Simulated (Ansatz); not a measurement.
GeH3N (SMILES [NH2][GeH]) moved off its minimum; all values from Ansatz (a program for electronic structure), cores frozen in correlated methods.
(charge 0, multiplicity 1)
```xyz
5

Ge     0.0261     0.2204     0.5280
H     -0.5384     1.2699    -0.8122
N      0.4799    -1.0872    -1.0284
H      0.4744    -0.6081    -2.0864
H      1.0350    -1.7948    -0.8011
```

Forces at HF/def2-TZVPP (eV/Å):

```
atom      Fx      Fy      Fz
----  ------  ------  ------
Ge1    0.093  -1.112  -4.953
H2     0.466  -0.789   1.873
N3    -3.833   7.854  -1.720
H4     0.507  -2.677   4.756
H5     2.767  -3.277   0.044
```

### Question
Give the forces (eV/Å), the total energy and the dipole at CCSD(T)/aug-cc-pVTZ.

### Answer

| atom | Fx | Fy | Fz |
|---|---|---|---|
| Ge1 | 0.059 | -0.895 | -3.969 |
| H2 | 0.412 | -0.718 | 1.485 |
| N3 | -3.985 | 7.666 | -1.846 |
| H4 | 0.395 | -2.235 | 3.963 |
| H5 | 3.119 | -3.818 | 0.367 |
Energy -2131.9306 hartree, dipole 0.85 D.
